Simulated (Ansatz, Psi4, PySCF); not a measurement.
CuF, singlet, at a GFN2-xTB geometry (such geometries of metal compounds can be far from the true shape). Base run: HF/def2-TZVP run with PySCF.

The PySCF input:
```python
from pyscf import gto, scf

mol = gto.Mole()
mol.atom = '''
    Cu   -0.00000000   -0.00000000   -0.40615773
    F     0.00000000    0.00000000    1.30873047
'''
mol.basis = 'def2-tzvp'
mol.verbose = 4
mol.build()

mf = scf.RHF(mol)
mf.kernel()
```

The same geometry, method and basis name were run in Ansatz (a quantum-chemistry and plane-wave program) and Psi4 and PySCF, at each program's defaults and at the settings that a row names. The base is PySCF at its defaults. Differences at the defaults can come from grids, fitting, cores and function types together.

```json
[
 {"code and settings": "PySCF, defaults (exact integrals, spherical functions)", "ΔE vs base (mEh)": "0.000", "basis functions": "76", "E (Eh)": "-1738.41188", "SCF cycles": "11", "dipole (D)": "6.24"},
 {"code and settings": "Psi4, defaults (density fitting with its default set, spherical functions)", "ΔE vs base (mEh)": "0.105", "basis functions": "76", "E (Eh)": "-1738.41178", "SCF cycles": "12", "dipole (D)": "6.24"},
 {"code and settings": "Ansatz, defaults (factorised integrals, spherical functions)", "ΔE vs base (mEh)": "0.017", "basis functions": "76", "E (Eh)": "-1738.41187", "SCF cycles": "-", "dipole (D)": "-"},
 {"code and settings": "PySCF, density fitting with def2-universal-jkfit", "ΔE vs base (mEh)": "0.105", "basis functions": "76", "E (Eh)": "-1738.41178", "SCF cycles": "11", "dipole (D)": "6.24"},
 {"code and settings": "Psi4, exact integrals, spherical functions", "ΔE vs base (mEh)": "0.000", "basis functions": "76", "E (Eh)": "-1738.41188", "SCF cycles": "15", "dipole (D)": "6.24"},
 {"code and settings": "Ansatz, high accuracy", "ΔE vs base (mEh)": "0.000", "basis functions": "76", "E (Eh)": "-1738.41188", "SCF cycles": "-", "dipole (D)": "-"}
]
```
